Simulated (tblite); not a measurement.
A geometry optimisation, step by step.

C4H7ClSSi.
SMILES with atom numbers: `[CH3:1][S:2][CH2:3][C:4]#[C:5][SiH2:6][Cl:7]` (hydrogens: H8, H9, H10 on C1; H11, H12 on C3; H13, H14 on Si6)

Computed with GFN2-xTB (tblite), gas phase: L-BFGS steps from a force-field or distance-geometry start until the largest atomic force falls under 0.01 eV/Å. 14 of its 65 geometries are shown.

Step 0: E = -588.6606 eV, largest atomic force 1.543 eV/Å
```
atom  x, y, z in Å  |  force x, y, z in eV/Å
C1     -2.404    0.656   -0.351   -0.353   0.623   0.272
S2     -2.005   -0.781   -1.370    0.087  -0.013   0.118
C3     -0.846   -1.624   -0.215    0.475   0.195   0.229
C4      0.387   -0.860   -0.029   -1.262  -0.884  -0.074
C5      1.400   -0.243    0.149    0.967   0.697   0.085
Si6     2.954    0.758    0.377    0.263   0.014  -0.011
Cl7     2.555    2.322    1.641   -0.009  -0.273  -0.213
H8     -1.531    1.301   -0.201   -0.106  -0.294  -0.091
H9     -2.804    0.344    0.621    0.156  -0.053  -0.239
H10    -3.184    1.243   -0.860    0.336  -0.348   0.039
H11    -0.629   -2.605   -0.644    0.039   0.136  -0.155
H12    -1.368   -1.797    0.737    0.117   0.235  -0.129
H13     4.028   -0.051    1.017   -0.434   0.180  -0.192
H14     3.446    1.337   -0.903   -0.276  -0.213   0.363
```

Step 5: E = -588.7216 eV, largest atomic force 0.202 eV/Å
```
atom  x, y, z in Å  |  force x, y, z in eV/Å
C1     -2.412    0.673   -0.339    0.012  -0.034  -0.020
S2     -1.997   -0.772   -1.351    0.062  -0.030  -0.043
C3     -0.826   -1.618   -0.206    0.023   0.074   0.010
C4      0.393   -0.871   -0.012   -0.146  -0.139  -0.003
C5      1.404   -0.229    0.139    0.125   0.112  -0.010
Si6     2.954    0.755    0.377   -0.093  -0.008   0.011
Cl7     2.552    2.297    1.623   -0.074   0.039   0.044
H8     -1.527    1.286   -0.206    0.048   0.033   0.030
H9     -2.798    0.337    0.618   -0.026   0.018   0.062
H10    -3.176    1.229   -0.873    0.027  -0.029  -0.017
H11    -0.623   -2.589   -0.662    0.039   0.058  -0.050
H12    -1.358   -1.773    0.735    0.052   0.045   0.065
H13     3.994   -0.045    1.005    0.008  -0.144   0.056
H14     3.419    1.320   -0.880   -0.056   0.006  -0.135
```

Step 10: E = -588.7306 eV, largest atomic force 0.068 eV/Å
```
atom  x, y, z in Å  |  force x, y, z in eV/Å
C1     -2.406    0.670   -0.336    0.018   0.000  -0.013
S2     -1.982   -0.770   -1.353    0.000   0.030   0.023
C3     -0.821   -1.612   -0.201    0.024  -0.008  -0.002
C4      0.399   -0.877   -0.005   -0.006   0.056  -0.035
C5      1.402   -0.219    0.130    0.052   0.030   0.018
Si6     2.950    0.756    0.378    0.016   0.018  -0.005
Cl7     2.531    2.298    1.627   -0.019  -0.027  -0.014
H8     -1.521    1.285   -0.200    0.000   0.009   0.025
H9     -2.800    0.341    0.623    0.010  -0.003  -0.027
H10    -3.167    1.218   -0.880    0.013   0.018   0.005
H11    -0.614   -2.571   -0.674   -0.005  -0.056   0.039
H12    -1.343   -1.758    0.747   -0.007  -0.044  -0.008
H13     3.976   -0.073    1.010   -0.061  -0.007  -0.014
H14     3.394    1.312   -0.899   -0.034  -0.018   0.009
```

Step 15: E = -588.7328 eV, largest atomic force 0.055 eV/Å
```
atom  x, y, z in Å  |  force x, y, z in eV/Å
C1     -2.401    0.672   -0.336    0.006   0.012   0.011
S2     -1.976   -0.768   -1.351    0.000  -0.004  -0.003
C3     -0.815   -1.612   -0.200   -0.016  -0.014  -0.006
C4      0.400   -0.867   -0.010    0.013  -0.014   0.010
C5      1.405   -0.213    0.130   -0.051  -0.019  -0.010
Si6     2.951    0.761    0.377   -0.006  -0.004  -0.011
Cl7     2.521    2.295    1.627   -0.004   0.012   0.006
H8     -1.518    1.288   -0.192    0.007   0.000   0.007
H9     -2.799    0.341    0.620    0.001  -0.006  -0.005
H10    -3.161    1.221   -0.881    0.019   0.018  -0.002
H11    -0.611   -2.576   -0.667    0.022   0.002   0.013
H12    -1.338   -1.763    0.747    0.010   0.003  -0.005
H13     3.959   -0.085    1.010   -0.008   0.006  -0.005
H14     3.381    1.308   -0.906    0.008   0.009   0.000
```

Step 20: E = -588.7335 eV, largest atomic force 0.033 eV/Å
```
atom  x, y, z in Å  |  force x, y, z in eV/Å
C1     -2.396    0.674   -0.334    0.009  -0.011  -0.006
S2     -1.974   -0.767   -1.351    0.008  -0.008  -0.005
C3     -0.816   -1.616   -0.201    0.011  -0.004   0.015
C4      0.399   -0.872   -0.010   -0.016  -0.002  -0.001
C5      1.398   -0.211    0.128    0.021   0.020  -0.003
Si6     2.945    0.762    0.374   -0.015   0.013   0.007
Cl7     2.516    2.296    1.627    0.001  -0.004  -0.011
H8     -1.512    1.289   -0.185    0.019  -0.014   0.010
H9     -2.799    0.339    0.618   -0.005   0.012   0.005
H10    -3.151    1.229   -0.882    0.012   0.002   0.003
H11    -0.603   -2.581   -0.662   -0.025  -0.006  -0.021
H12    -1.336   -1.765    0.747   -0.024  -0.008   0.008
H13     3.950   -0.087    1.008    0.001   0.003  -0.002
H14     3.379    1.310   -0.907    0.002   0.008   0.002
```

Step 25: E = -588.7347 eV, largest atomic force 0.051 eV/Å
```
atom  x, y, z in Å  |  force x, y, z in eV/Å
C1     -2.379    0.674   -0.332    0.002   0.015   0.021
S2     -1.966   -0.769   -1.351   -0.013   0.013   0.029
C3     -0.818   -1.629   -0.196   -0.027   0.023  -0.027
C4      0.394   -0.880   -0.007    0.028   0.014   0.020
C5      1.384   -0.202    0.120   -0.037  -0.035  -0.003
Si6     2.930    0.770    0.368    0.030  -0.016  -0.017
Cl7     2.506    2.300    1.623   -0.014   0.034   0.020
H8     -1.489    1.276   -0.167    0.018  -0.035  -0.007
H9     -2.800    0.344    0.614    0.007  -0.013  -0.004
H10    -3.119    1.246   -0.882    0.017  -0.013  -0.025
H11    -0.606   -2.592   -0.664   -0.028   0.023   0.031
H12    -1.346   -1.775    0.750    0.024  -0.021  -0.037
H13     3.930   -0.085    1.000    0.004   0.003   0.003
H14     3.377    1.320   -0.908   -0.011   0.007  -0.005
```

Step 30: E = -588.7361 eV, largest atomic force 0.037 eV/Å
```
atom  x, y, z in Å  |  force x, y, z in eV/Å
C1     -2.358    0.676   -0.326    0.000  -0.002  -0.003
S2     -1.963   -0.768   -1.347   -0.020  -0.026  -0.017
C3     -0.824   -1.637   -0.194    0.006  -0.003   0.005
C4      0.389   -0.889    0.000   -0.014   0.002  -0.019
C5      1.370   -0.195    0.111    0.023  -0.013   0.019
Si6     2.916    0.779    0.360   -0.011   0.006   0.015
Cl7     2.491    2.310    1.619   -0.003  -0.015  -0.017
H8     -1.455    1.252   -0.145    0.010  -0.003   0.004
H9     -2.801    0.348    0.610   -0.003   0.005   0.009
H10    -3.075    1.264   -0.889    0.010   0.021   0.003
H11    -0.617   -2.600   -0.661    0.012   0.004  -0.015
H12    -1.353   -1.792    0.748    0.000   0.014   0.012
H13     3.910   -0.083    0.993    0.012   0.009   0.007
H14     3.370    1.335   -0.911   -0.021   0.000  -0.002
```

Step 34: E = -588.7374 eV, largest atomic force 0.094 eV/Å
```
atom  x, y, z in Å  |  force x, y, z in eV/Å
C1     -2.343    0.675   -0.323    0.006   0.004  -0.008
S2     -1.975   -0.774   -1.348    0.046  -0.020   0.079
C3     -0.829   -1.642   -0.195   -0.008  -0.007  -0.018
C4      0.383   -0.892   -0.003    0.011   0.023  -0.011
C5      1.366   -0.201    0.115   -0.049  -0.040  -0.001
Si6     2.905    0.785    0.360    0.022  -0.055  -0.033
Cl7     2.478    2.315    1.611   -0.023   0.040   0.036
H8     -1.425    1.227   -0.129   -0.017  -0.029  -0.010
H9     -2.803    0.353    0.609    0.000   0.029  -0.037
H10    -3.035    1.285   -0.893    0.000   0.016   0.034
H11    -0.621   -2.604   -0.665    0.007   0.011   0.003
H12    -1.357   -1.799    0.750    0.021   0.021  -0.039
H13     3.903   -0.075    0.992    0.008   0.022  -0.003
H14     3.353    1.345   -0.912   -0.023  -0.016   0.007
```

Step 39: E = -588.7393 eV, largest atomic force 0.045 eV/Å
```
atom  x, y, z in Å  |  force x, y, z in eV/Å
C1     -2.314    0.676   -0.319   -0.006   0.016   0.012
S2     -1.987   -0.785   -1.337   -0.009  -0.004  -0.044
C3     -0.836   -1.653   -0.198    0.008  -0.009   0.003
C4      0.371   -0.898   -0.008    0.018  -0.018   0.004
C5      1.354   -0.210    0.118    0.002   0.014  -0.008
Si6     2.885    0.790    0.355   -0.006   0.027   0.026
Cl7     2.447    2.327    1.603   -0.009  -0.026  -0.006
H8     -1.376    1.180   -0.102    0.014   0.010  -0.003
H9     -2.807    0.370    0.600   -0.019   0.019   0.023
H10    -2.966    1.324   -0.893   -0.006   0.005  -0.006
H11    -0.625   -2.613   -0.670   -0.004  -0.012   0.001
H12    -1.359   -1.809    0.749    0.003  -0.017   0.007
H13     3.890   -0.058    0.988    0.022   0.016   0.001
H14     3.318    1.359   -0.918   -0.009  -0.022  -0.011
```

Step 44: E = -588.7403 eV, largest atomic force 0.047 eV/Å
```
atom  x, y, z in Å  |  force x, y, z in eV/Å
C1     -2.302    0.680   -0.315    0.001   0.004  -0.011
S2     -1.994   -0.788   -1.336    0.005   0.021   0.042
C3     -0.837   -1.661   -0.201    0.003  -0.001   0.004
C4      0.372   -0.908   -0.010   -0.013  -0.009  -0.007
C5      1.350   -0.213    0.118    0.012  -0.004   0.008
Si6     2.876    0.795    0.358   -0.004  -0.014  -0.018
Cl7     2.426    2.327    1.602   -0.012   0.005   0.015
H8     -1.351    1.157   -0.093   -0.031   0.012   0.008
H9     -2.814    0.389    0.600    0.022  -0.002  -0.011
H10    -2.933    1.346   -0.894    0.022  -0.014  -0.011
H11    -0.628   -2.621   -0.673   -0.007  -0.003  -0.017
H12    -1.356   -1.818    0.747   -0.004  -0.007   0.003
H13     3.896   -0.040    0.987    0.003   0.015   0.001
H14     3.294    1.354   -0.924    0.003  -0.003  -0.006
```

Step 49: E = -588.7411 eV, largest atomic force 0.029 eV/Å
```
atom  x, y, z in Å  |  force x, y, z in eV/Å
C1     -2.290    0.685   -0.311    0.014   0.013   0.008
S2     -1.997   -0.787   -1.325    0.003  -0.012  -0.022
C3     -0.839   -1.670   -0.200   -0.009  -0.001  -0.003
C4      0.372   -0.918   -0.013    0.008   0.002   0.019
C5      1.346   -0.218    0.119   -0.005  -0.028   0.002
Si6     2.866    0.798    0.355   -0.001   0.007   0.003
Cl7     2.404    2.327    1.604   -0.004  -0.016  -0.020
H8     -1.335    1.148   -0.078    0.010   0.019   0.003
H9     -2.814    0.403    0.599   -0.013   0.015  -0.011
H10    -2.899    1.361   -0.903   -0.008  -0.017   0.015
H11    -0.635   -2.628   -0.682   -0.004   0.010   0.000
H12    -1.356   -1.832    0.748    0.014  -0.010   0.002
H13     3.900   -0.018    0.986   -0.007   0.004  -0.001
H14     3.277    1.350   -0.932   -0.001   0.013   0.004
```

Step 54: E = -588.7417 eV, largest atomic force 0.021 eV/Å
```
atom  x, y, z in Å  |  force x, y, z in eV/Å
C1     -2.277    0.691   -0.308   -0.013   0.006  -0.002
S2     -1.997   -0.787   -1.321    0.008   0.019   0.005
C3     -0.841   -1.677   -0.200    0.008  -0.007   0.009
C4      0.370   -0.928   -0.010   -0.002  -0.010  -0.001
C5      1.345   -0.230    0.122    0.017  -0.003   0.001
Si6     2.858    0.800    0.352    0.001  -0.006   0.000
Cl7     2.384    2.323    1.601   -0.012   0.009  -0.008
H8     -1.321    1.147   -0.066   -0.003  -0.008  -0.011
H9     -2.817    0.418    0.595    0.007  -0.003   0.011
H10    -2.876    1.369   -0.906   -0.005   0.015  -0.006
H11    -0.641   -2.631   -0.689    0.007  -0.008  -0.003
H12    -1.352   -1.845    0.750   -0.015  -0.006   0.003
H13     3.900   -0.003    0.985    0.006  -0.012   0.002
H14     3.264    1.353   -0.936   -0.004   0.014   0.001
```

Step 59: E = -588.7422 eV, largest atomic force 0.016 eV/Å
```
atom  x, y, z in Å  |  force x, y, z in eV/Å
C1     -2.273    0.699   -0.307    0.006  -0.002  -0.001
S2     -1.992   -0.781   -1.316   -0.005  -0.014  -0.001
C3     -0.841   -1.684   -0.198   -0.003   0.004  -0.005
C4      0.372   -0.939   -0.005    0.013  -0.003   0.008
C5      1.352   -0.246    0.125   -0.006  -0.002  -0.006
Si6     2.855    0.798    0.350    0.003   0.006   0.007
Cl7     2.364    2.322    1.593   -0.009   0.000  -0.005
H8     -1.315    1.149   -0.064   -0.007   0.009   0.001
H9     -2.816    0.431    0.597    0.011  -0.001  -0.004
H10    -2.867    1.377   -0.910    0.007  -0.002   0.011
H11    -0.643   -2.634   -0.695   -0.004   0.004   0.006
H12    -1.353   -1.859    0.751   -0.006   0.004  -0.011
H13     3.904    0.006    0.985    0.003  -0.003  -0.005
H14     3.252    1.360   -0.938   -0.002  -0.002   0.004
```

Step 64: E = -588.7423 eV, largest atomic force 0.008 eV/Å
```
atom  x, y, z in Å  |  force x, y, z in eV/Å
C1     -2.267    0.700   -0.306    0.003   0.002   0.003
S2     -1.992   -0.782   -1.314    0.003   0.005  -0.005
C3     -0.841   -1.687   -0.198   -0.001  -0.002   0.000
C4      0.373   -0.944   -0.003   -0.006   0.004  -0.004
C5      1.351   -0.249    0.124   -0.001  -0.001   0.002
Si6     2.851    0.800    0.349   -0.003   0.000   0.001
Cl7     2.353    2.323    1.589   -0.005  -0.001   0.000
H8     -1.308    1.147   -0.059    0.007  -0.001  -0.003
H9     -2.814    0.435    0.596    0.005  -0.004   0.004
H10    -2.855    1.383   -0.909   -0.003  -0.004   0.000
H11    -0.645   -2.636   -0.696   -0.001  -0.003   0.000
H12    -1.356   -1.863    0.749   -0.001   0.005   0.003
H13     3.903    0.009    0.983    0.002   0.002  -0.001
H14     3.246    1.363   -0.938    0.002  -0.002   0.000
```

**Question.** Summarise the path.

**Answer.** The energy falls by 7.89 kJ/mol from step 0 to step 64; nine tenths of that is first reached at step 24. It rises by more than 0.2 meV at step 1. The largest force goes from 1.543 to 0.008 eV/Å. Among the bonds Si6–H13 changes most, from 1.489 to 1.460 Å; the atoms move by 0.170 Å rms after alignment.

**Question.** Follow the three bonds and two angles with the largest change from start to end.

**Answer.** 
```csv
step,E above end (kJ/mol),largest force (eV/Å),Si6–H13 (Å),Si6–H14 (Å),C3–C4 (Å),H13–Si6–H14 (°),C3–C4–C5 (°)
0,7.89,1.543,1.489,1.488,1.463,110.1,178.7
3,3.38,0.276,1.468,1.468,1.446,110.7,179.3
6,1.76,0.136,1.456,1.456,1.440,111.0,178.5
8,1.35,0.205,1.462,1.460,1.436,111.6,177.5
11,1.07,0.112,1.461,1.460,1.439,112.7,177.5
14,0.93,0.037,1.460,1.459,1.439,113.3,178.2
17,0.89,0.029,1.461,1.460,1.437,113.2,178.1
19,0.86,0.035,1.461,1.460,1.437,113.2,177.9
22,0.83,0.047,1.460,1.459,1.437,113.2,177.6
25,0.73,0.051,1.460,1.459,1.437,112.9,177.0
28,0.63,0.074,1.460,1.460,1.437,112.9,176.0
31,0.58,0.044,1.461,1.460,1.438,113.0,175.6
33,0.53,0.077,1.461,1.460,1.438,113.0,175.8
36,0.36,0.067,1.460,1.460,1.438,113.5,176.8
39,0.29,0.045,1.460,1.459,1.437,113.6,176.6
42,0.22,0.035,1.461,1.460,1.437,113.5,176.3
45,0.18,0.043,1.460,1.459,1.437,113.4,176.2
47,0.14,0.028,1.460,1.459,1.437,113.3,176.2
50,0.10,0.023,1.461,1.460,1.437,113.1,175.9
53,0.07,0.028,1.460,1.460,1.437,113.1,175.9
56,0.04,0.035,1.459,1.459,1.437,113.2,176.0
58,0.02,0.029,1.459,1.459,1.437,113.3,176.1
61,0.01,0.018,1.460,1.460,1.437,113.4,175.8
64,0.00,0.008,1.460,1.460,1.437,113.4,175.7
```

What follows is the cost of the whole relaxation. Time: 0.42 s wall. Hardware: an Arm Neoverse V2 with one thread, on a shared host.
